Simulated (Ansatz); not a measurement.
The cluster Cu3H2⁺. Total charge 1; singlet. Geometry B3LYP-D4/def2-TZVP.

Cartesian coordinates in Å:
```
Cu -0.2000 -0.0328 0.1926
Cu 0.9431 -2.2621 -0.2313
Cu -0.1285 2.3962 -0.5515
H 0.4860 -1.3007 0.9084
H -1.1006 1.1995 -0.3182
```

The structure comes from a short search, and lower isomers may exist.

(1) Estimate the orbital energies around the gap (eV) in Ansatz with PBE-D4/def2-TZVP, BLYP-D4/def2-TZVP, r2SCAN-D4/def2-TZVP, PBE0-D4/def2-TZVP, r2SCAN0-D4/def2-TZVP.

Answers

(1) 
```tsv
orbital	PBE-D4/def2-TZVP	BLYP-D4/def2-TZVP	r2SCAN-D4/def2-TZVP	PBE0-D4/def2-TZVP	r2SCAN0-D4/def2-TZVP
HOMO−5	-10.99	-10.96	-11.01	-12.84	-12.91
HOMO−4	-10.93	-10.92	-10.95	-12.76	-12.83
HOMO−3	-10.90	-10.89	-10.86	-12.66	-12.74
HOMO−2	-10.84	-10.82	-10.85	-12.66	-12.72
HOMO−1	-10.82	-10.81	-10.81	-12.13	-12.20
HOMO	-10.68	-10.66	-10.68	-12.12	-12.14
LUMO	-7.86	-7.96	-7.43	-6.67	-6.41
LUMO+1	-7.73	-7.82	-7.34	-6.58	-6.35
LUMO+2	-5.91	-5.89	-5.61	-4.81	-4.63
LUMO+3	-5.19	-5.17	-4.83	-4.05	-3.84
LUMO+4	-4.72	-4.72	-4.34	-3.62	-3.40
LUMO+5	-3.96	-3.98	-3.54	-2.88	-2.63
```
